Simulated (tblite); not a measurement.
Compound: C₅H₉ClOSi.
Atom-mapped SMILES: `[CH3:1][O:2][C:3]1=[CH:4][C@@H:5]([Cl:6])[SiH2:7][CH2:8]1` (hydrogens: H9, H10, H11 on C1; H12 on C4; H13 on C5; H14, H15 on Si7; H16, H17 on C8)

Computed with GFN2-xTB (tblite), gas phase: L-BFGS steps from a force-field or distance-geometry start until the largest atomic force falls under 0.01 eV/Å.

Geometry at step 2:
```
atom  x, y, z in Å
C1      2.7790    0.1940   -0.2479
O2      1.7630    0.3018    0.7247
C3      0.4626    0.1273    0.3296
C4      0.0114   -0.0816   -0.9092
C5     -1.4584   -0.2237   -1.1103
Cl6    -1.8517   -1.8559   -1.7787
Si7    -2.2494   -0.0472    0.6274
C8     -0.5507    0.2116    1.4505
H9      3.7439    0.3348    0.2450
H10     2.7711   -0.8013   -0.7084
H11     2.6637    0.9666   -1.0144
H12     0.6535   -0.1690   -1.7785
H13    -1.8551    0.5109   -1.8123
H14    -3.0828    1.1588    0.7057
H15    -2.9299   -1.2448    1.1182
H16    -0.3684   -0.5577    2.2039
H17    -0.5089    1.1875    1.9447
```

Question: Give the atomic forces at this geometry.

Answer: 
| atom | Fx (eV/Å) | Fy (eV/Å) | Fz (eV/Å) |
| --- | --- | --- | --- |
| C1 | -0.067 | -0.080 | -0.058 |
| O2 | -0.299 | -0.050 | 0.042 |
| C3 | 0.096 | 0.002 | 0.158 |
| C4 | 0.073 | 0.033 | -0.149 |
| C5 | -0.063 | 0.108 | 0.293 |
| Cl6 | 0.040 | 0.047 | -0.144 |
| Si7 | 0.064 | 0.064 | 0.110 |
| C8 | -0.049 | 0.064 | -0.011 |
| H9 | -0.232 | 0.027 | 0.153 |
| H10 | -0.044 | 0.100 | -0.064 |
| H11 | -0.016 | -0.065 | -0.070 |
| H12 | -0.107 | 0.022 | 0.153 |
| H13 | 0.115 | -0.211 | -0.258 |
| H14 | -0.012 | -0.075 | -0.018 |
| H15 | -0.006 | 0.050 | -0.104 |
| H16 | 0.253 | 0.188 | -0.024 |
| H17 | 0.256 | -0.224 | -0.012 |

The largest, 0.35 eV/Å, acts on H13; the rms over all components is 0.127 eV/Å. The forces sum to zero within rounding, as they must for an isolated molecule in no field.

Question: Give the force on H13 in Eh/bohr and in nN.

Answer: 0.353 eV/Å ÷ 51.422 = 0.00686 Eh/bohr, and 0.353 eV/Å × 1.602 = 0.56 nN.

Question: How far is this geometry from the end of the optimisation?

Answer: 0.070 eV above it, and 0.210 Å rms away after alignment. The bonds farthest from their final lengths, with half the difference of the two atoms' forces along the bond (positive lengthens):

```tsv
bond	now (Å)	final (Å)	force along bond (eV/Å)
C5–Cl6	1.807	1.822	+0.10
O2–C3	1.370	1.356	-0.21
C3–C8	1.513	1.504	-0.01
C4–C5	1.490	1.484	+0.03
C4–H12	1.084	1.078	-0.17
C8–H17	1.095	1.089	-0.12
```

The angle farthest from its final value is Si7–C5–H13, 111.8° against 117.3°.

Of the 2 listed bonds off by 0.010 Å or more, this force points towards the final length in 2.

What follows is the cost of the whole relaxation. The run took 1.3 s of wall time on one thread of an Arm Neoverse N1, no GPU, shared host with 64 logical CPUs at a one-minute load of 59.
